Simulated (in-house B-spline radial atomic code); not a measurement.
Configurations of Ga⁴⁺, with energies counted from [Ar] 3d9. All numbers are computed (scalar-relativistic (X2C) CAM-B3LYP, spin-polarised, spherical fractional occupations; Fermi nucleus of rms radius 3.9973 fm) with a radial B-spline atomic code at the basis-set limit, not measured. Shells without spins written out take the highest spin.

Caution: exact exchange at fractional occupations of open shells leaves self-interaction of up to several eV.

Occupations are held fixed; configurations that lie above the ionisation limit could autoionise.

```tsv
configuration	E - E(ref) (eV)	highest orbital	its <r> (bohr)
[Ar] 3d8 4s1	28.287	4s up	1.754
[Ar] 3d8 4d1	57.762	4d up	2.575
[Ne] 3s2 3p5 3d9 4d1	142.08	4d up	2.571
[Ne] 3s2 3p(3 up, 2 down) 3d(4 up, 5 down) 4d(0 up, 1 down)	144.1	4d down	2.579
[Ne] 3s2 3p5 3d9 4f1	153.4	4f up	3.521
```

Problem. Order these further configurations by energy, lowest first.
A. [Ar] 3d8 4f1
B. [Ar] 3d(3 up, 5 down) 4p(1 up, 0 down)
C. [Ne] 3s2 3p(2 up, 3 down) 3d(4 up, 5 down) 4p(0 up, 1 down)
D. [Ne] 3s2 3p5 3d9 4s1
E. [Ar] 3d8 4p1

Solution. E (41.571 eV), B (41.96 eV), A (69.05 eV), D (112.52 eV), C (125.83 eV).

Problem. How far above the reference does [Ne] 3s2 3p(3 up, 2 down) 3d10 lie?

Solution. 82.008 eV; its least bound orbital is 3d down with <r> = 0.7448 bohr.
